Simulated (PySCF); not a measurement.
## GaC at UHF-SCS-MP2

Computed with UHF-SCS-MP2; basis Ga def2-SVP, C def2-SVP; no relativity; PySCF 2.14.

```
state                          : ⁴Σ⁻ (quartet), unpaired electrons σ ↑, π ↑↑
bond length                    : 2.011 Å
harmonic wavenumber            : 569 cm⁻¹
force constant                 : 1.95 mdyn/Å
rotational constant Be         : 0.4079 cm⁻¹
anharmonicity ωexe             : 3.01 cm⁻¹
vibration–rotation constant αe : 0.00335 cm⁻¹
well depth De to Ga + C        : 2.70 eV
dissociation energy D0         : 2.67 eV
```

Correlated steps freeze 10 core orbitals. Correlated levels converge slowly with the basis: in double zeta they bind strong bonds too weakly, by up to about 1 eV, and carry superposition errors of some tenths. Spin–orbit coupling is left out. The state was picked by a PBE0 search and need not be the measured ground state.
